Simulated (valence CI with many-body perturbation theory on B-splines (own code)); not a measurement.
## Ga25+: key properties

Computed by configuration interaction combined with many-body perturbation theory (CI+MBPT): four valence electrons over a frozen Dirac-Fock core [He], a basis of 11 s, 11 p, 10 d, 8 f, 5 g, 2 h functions for each j, with the one-electron correlation potential Σ1 (screened to all orders), the two-electron term Σ2, the three-electron term Σ3, Breit, model QED; selected single and double excitations, second order for the rest, scaled by the run's own slope (own B-spline code, finite nucleus).

No measured spectrum was set against this ion. As an estimate, levels of excited configurations hold to 0.05 to 0.15 % of their energy, terms of the ground configuration to about 0.5 %. Among the levels kept, up to 1000 cm⁻¹ of a level comes from second order outside the variational space, and about a tenth of that is noise between levels of different J, which matters for small intervals.

Names give the largest LS component (configuration and term), which can be under half, so a name can repeat, a term be missing and a line seem to break the LS rules; names also repeat where a configuration has a term twice.

Rates and lifetimes use the calculated energies. Strong lines usually hold to 10 to 20 %, long lifetimes can be off by a factor of two.

(1) What is the ground level?

(2) Name the longest-lived excited levels whose lifetime is computed, and their main decay.

(3) What is the ionisation energy?

(4) Where does the other parity begin?

(5) How well does LS coupling describe the low levels?

(6) Among levels below 14058 × 10³ cm⁻¹, which E1 lines absorb most strongly from the ground level?

Results:

(1) 2s2 2p2 3P_0, composition 84 % 2s2 2p2 3P + 15 % 2s2 2p2 1S.

(2) 2s2 2p2 3P_2 at 251.11 × 10³ cm⁻¹ lives 462 μs, mostly by M1 to 2s2 2p2 3P_1; 2s2 2p2 3P_1 at 186.78 × 10³ cm⁻¹ lives 10.2 μs, mostly by M1 to 2s2 2p2 3P_0; 2s2 2p2 1D_2 at 491.90 × 10³ cm⁻¹ lives 3.43 μs, mostly by M1 to 2s2 2p2 3P_1.

(3) 2547.7 eV; NIST lists 2543.9 ± 2 eV (semi-empirical).

(4) At 2s 2p3 5S°_2, 769.41 × 10³ cm⁻¹.

(5) Among the lowest 20 levels the leading LS term, summed over configurations, holds 77 % on average. For single configurations the figures are 77 % in LS and 83 % in jj coupling. Terms mix most in the J = 2 level at 1401.4 × 10³ cm⁻¹, where the leading one holds 48 %.

(6) to 2s2 2p 3d 3D°_1 at 0.8223 nm, f = 1.33; to 2s 2p2 3p 5D°_1 at 0.8035 nm, f = 0.198; to 2s2 2p 3d 1P°_1 at 0.8010 nm, f = 0.147.
